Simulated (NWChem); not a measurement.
# Relativistic effects in ClSn

```
Sn
Cl 1 2.3941
```
Charge 0, spin multiplicity 2.

All runs are NWChem calculations. All single points use one geometry, from UPBE0/def2-SVP with def2 effective core potentials on Sn, a minimum by its harmonic frequencies.

Functional PBE, all-electron basis x2c-SVPall-2c, contracted for the X2C Hamiltonian and used here with ZORA. The ion keeps the geometry and has multiplicity 1 in the scalar run; the spin-orbit run starts from the same electron counts.

The cost column gives rough processor time relative to scalar ZORA; each entry includes its own SCF.

This spin state was chosen for the runs; another may lie lower. The structure started from a generated list of species. No SCF solution was tested for a lower state.

```csv
Hamiltonian,ΔSCF ionisation energy (eV),relative cost
scalar ZORA,6.97,1
spin-orbit ZORA,7.11,under 3
```

From scalar ZORA to spin-orbit ZORA the ionisation energy grows by 0.14 eV.
